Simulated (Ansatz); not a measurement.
Mulliken charges of `C[S][Cu]` from PBE/def2-TZVPP in Ansatz (PBE0-D4/def2-TZVP geometry).

```json
{"atom": "C1", "x (Å)": "-0.361", "y (Å)": "0.349", "z (Å)": "-0.319", "charge (e)": "-0.236"}
{"atom": "S2", "x (Å)": "0.132", "y (Å)": "-1.355", "z (Å)": "0.081", "charge (e)": "-0.264"}
{"atom": "Cu3", "x (Å)": "1.727", "y (Å)": "-1.127", "z (Å)": "1.457", "charge (e)": "0.152"}
{"atom": "H4", "x (Å)": "-1.184", "y (Å)": "0.271", "z (Å)": "-1.032", "charge (e)": "0.117"}
{"atom": "H5", "x (Å)": "0.447", "y (Å)": "0.909", "z (Å)": "-0.790", "charge (e)": "0.115"}
{"atom": "H6", "x (Å)": "-0.718", "y (Å)": "0.889", "z (Å)": "0.557", "charge (e)": "0.115"}
```

Question: By hand: the dipole of these point charges (1 e Å = 4.8032 D).

Answer: Σ q r = (0.143, 0.343, 0.128) e Å, of length 0.393 e Å = 1.89 D.

Question: How does the dipole of the full density compare? (Estimate.)

Answer: Computed: (0.387, 0.295, 0.337) e Å, 2.84 D; the point charges give 0.67 times that, at 31° from its direction.

Point charges leave out the atoms' own dipoles, such as those of lone pairs, and Mulliken's split depends on the basis, so the two needn't agree.
